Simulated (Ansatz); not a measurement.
The first iterations of a band of H$_{7}$N$_{3}$Si (11 atoms, charge 0, multiplicity 1).

Computed with Ansatz 0.2.0, RKS B3LYP/def2-SVP.

```
movable images  : 7
climbing image  : yes
spring          : 5.0 eV/Å²
optimiser       : quadratic models (default)
start path      : through a guess of the saddle point
force threshold : 0.05 eV/Å
iteration limit : 60
end points      : relaxed
```

Image 0:

```xyz
11
Properties=species:S:1:pos:R:3
Si 0.047 -0.022 0.232
H -0.215 -0.252 1.687
N 1.770 0.175 0.163
H 2.363 -0.330 0.815
H 2.246 0.329 -0.721
N -0.569 1.381 -0.567
H -1.562 1.455 -0.765
H -0.155 2.289 -0.383
N -0.782 -1.339 -0.538
H -0.837 -2.241 -0.075
H -0.769 -1.446 -1.548
```

Image 8:

```xyz
11
Properties=species:S:1:pos:R:3
Si -1.139 0.043 0.494
H 1.983 0.041 1.636
N 2.269 -0.003 0.655
H 1.825 -0.844 0.280
H 1.785 0.774 0.199
N -0.832 1.332 -0.634
H -0.649 1.257 -1.633
H -0.897 2.303 -0.341
N -0.950 -1.322 -0.565
H -1.098 -2.267 -0.223
H -0.762 -1.315 -1.566
```

| iteration | highest image above the first end (eV) | largest band force component (eV/Å) |
| --- | --- | --- |
| 1 | 6.471 | 21.875 |
| 2 | 3.342 | 3.686 |
| 3 | 3.255 | 2.797 |
| 4 | 3.415 | 4.081 |
| 5 | 3.276 | 1.592 |
| 6 | 3.290 | 0.852 |

Q: Does the band converge within its limit, and where does its top end?

A: It converged. It ended after 18 iterations with the highest image 3.227 eV above the first end. The profile has 2 maxima (images 4, 7) with wells between them (image 6): this band takes more than one step, which may be the mechanism or a detour left from its start path. Neighbouring images differ by up to 2.2 eV, so the band resolves the path poorly. A vibrational analysis at the climbing image gives 3 clearly imaginary modes (1500i, 142i, 74i cm⁻¹): a point of higher order. A lower path may pass nearby, or the ends, which weren't checked, may share the extra mode. The orbitals stay closed-shell, which can raise the energy where a bond breaks towards radicals; this wasn't checked here.

Time of the run: 4 min on 2 threads of Arm Neoverse V1, with other jobs on the host, peak memory 0.19 GiB.
